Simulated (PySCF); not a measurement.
Input of a run on `FC(F)C(F)(C(F)(F)F)F`: the job's settings, then the atoms in Å.
```
{"job": {"kind": "nmr", "xc": "wB97X-D", "basis": "pcSseg-2", "pop": false, "solvent": "chloroform"}, "charge": 0, "multiplicity": 1}
F      1.144406     0.672040    -1.545392
C      1.200119     0.590804    -0.207177
F      0.920664     1.795372     0.314389
C      0.198870    -0.457105     0.305712
F      0.562530    -1.646335    -0.201598
F      0.314086    -0.507070     1.642655
C     -1.294967    -0.231780    -0.034554
F     -1.723503     0.913688     0.477361
F     -1.479386    -0.214098    -1.347086
F     -2.010563    -1.223228     0.482676
H      2.206809     0.285085     0.098460
```

Method: GIAO wB97X-D/pcSseg-2 NMR shielding, non-relativistic, IEF-PCM chloroform (PySCF, density fitting); geometry PBE0-D3(BJ)/def2-TZVP, gas phase, not relaxed in the solvent; ε = 4.711, cavity from Bondi-type radii × 1.2.

Question: What does the run print?

Answer: 
```
coarse grid: 11480 points
cycle   1  E = -813.5874523007  dE =  2.013e+00  |g| = 1.465e+00  |ddm| = 2.372e+00
cycle   2  E = -813.4482165447  dE =  1.392e-01  |g| = 1.864e+00  |ddm| = 1.417e+00
cycle   3  E = -813.9418941368  dE = -4.937e-01  |g| = 7.690e-02  |ddm| = 7.396e-01
cycle   4  E = -813.9427186766  dE = -8.245e-04  |g| = 3.329e-02  |ddm| = 5.277e-02
cycle   5  E = -813.9428815332  dE = -1.629e-04  |g| = 1.167e-02  |ddm| = 2.019e-02
cycle   6  E = -813.9429005975  dE = -1.906e-05  |g| = 2.477e-03  |ddm| = 5.616e-03
cycle   7  E = -813.9429018908  dE = -1.293e-06  |g| = 5.695e-04  |ddm| = 2.336e-03
final grid: 120224 points
cycle   8  E = -813.9386660641  dE = -3.498e-04  |g| = 1.652e-02  |ddm| = 5.922e-02
cycle   9  E = -813.9386636603  dE =  2.404e-06  |g| = 1.722e-02  |ddm| = 1.192e-02
cycle  10  E = -813.9386996491  dE = -3.599e-05  |g| = 1.345e-03  |ddm| = 5.575e-03
cycle  11  E = -813.9386999714  dE = -3.223e-07  |g| = 4.430e-04  |ddm| = 1.084e-03
cycle  12  E = -813.9387000075  dE = -3.607e-08  |g| = 9.125e-05  |ddm| = 4.358e-04
cycle  13  E = -813.9387000088  dE = -1.366e-09  |g| = 3.610e-05  |ddm| = 6.936e-05
cycle  14  E = -813.9387000091  dE = -2.963e-10  |g| = 5.175e-06  |ddm| = 4.463e-05
converged SCF energy = -813.9387000091

GIAO shielding tensors (ppm)
atom      isotropic    diamagn.    paramagn.     s11        s22        s33       span
  0 F      330.453     467.072    -136.620    232.881    345.302    413.175    180.294
  1 C       66.280     238.098    -171.818     50.344     73.315     75.182     24.838
  2 F      329.976     467.055    -137.078    232.009    345.621    412.299    180.290
  3 C       67.383     243.612    -176.230     48.036     75.372     78.739     30.703
  4 F      319.470     466.582    -147.112    230.631    355.522    372.258    141.627
  5 F      319.577     466.597    -147.020    230.243    355.407    373.082    142.840
  6 C       55.347     241.424    -186.077     43.481     59.656     62.903     19.422
  7 F      269.118     467.357    -198.239    195.158    272.485    339.711    144.553
  8 F      269.012     467.356    -198.344    195.237    272.480    339.319    144.082
  9 F      271.091     465.291    -194.200    196.375    265.612    351.287    154.912
 10 H       25.446      26.851      -1.405     23.620     24.170     28.549      4.929
```

The cycles run first on a coarse grid and then on the final one, and are numbered through; the first dE on the final grid is taken against the last density's energy on that grid. Atoms in this output count from 0. Energies include the polarisation term of the continuum.

Question: The same input without solvent ends at -813.935243 Eh. What does the continuum change?

Answer: The energy falls by 0.003457 Eh, 2.17 kcal/mol; the polarisation term alone is -2.38 kcal/mol. HOMO -12.23 → -12.05 eV, LUMO 2.43 → 2.83 eV, dipole 1.49 → 1.76 D. The SCF took 14 cycles in the solvent and 14 in the gas phase.

On an Arm Neoverse V2 with one thread, shared host with 32 logical CPUs at a one-minute load of 18, this took 94 s wall and 1.9 GiB of memory at its peak. This is the whole shielding run at wB97X-D/pcSseg-2 in chloroform, SCF included.

The values belong to the conformer `[F:1][CH:2]([F:3])[C:4]([F:5])([F:6])[C:7]([F:8])([F:9])[F:10]`: F1–C2–C4–F5 62°, C2–C4–C7–F8 -60°.

wB97X-D is run here without its empirical dispersion term; that term would change no orbital, density or response property at a fixed geometry.
